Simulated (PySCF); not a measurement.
## NaGe: from constants to spectrum

LDA constants of NaGe, ⁴Σ⁻ (quartet), unpaired electrons σ ↑, π ↑↑ (basis Na def2-SVPD, Ge def2-SVPD; no relativity; PySCF 2.14; masses 22.9898 and 73.9212 u):

```
ωe              : 206.9 cm⁻¹
ωexe            : 0.941 cm⁻¹
Be              : 0.13155 cm⁻¹
αe              : 0.000961 cm⁻¹
D (centrifugal) : 2.13e-07 cm⁻¹
De to Na + Ge   : 1.59 eV
```

Give the vibrational terms G(v) and spacings up to v = 6.

G(v) = ωe(v+½) − ωexe(v+½)².

```csv
v,G(v) (cm⁻¹),G(v) − G(v−1),Bv (cm⁻¹)
0,103.2,,0.1311
1,308.2,205.0,0.1301
2,511.4,203.1,0.1291
3,712.6,201.3,0.1282
4,912.0,199.4,0.1272
5,1109.5,197.5,0.1263
6,1305.1,195.6,0.1253
```

How well does the Morse estimate ωe²/(4ωexe) reproduce De, and what is D0?

It gives 1.41 eV, 89 % of the computed De. D0 = De − G(0) = 1.59 − 0.01 = 1.58 eV.

Spin–orbit coupling is left out. The state was picked by a PBE0 search and need not be the measured ground state.
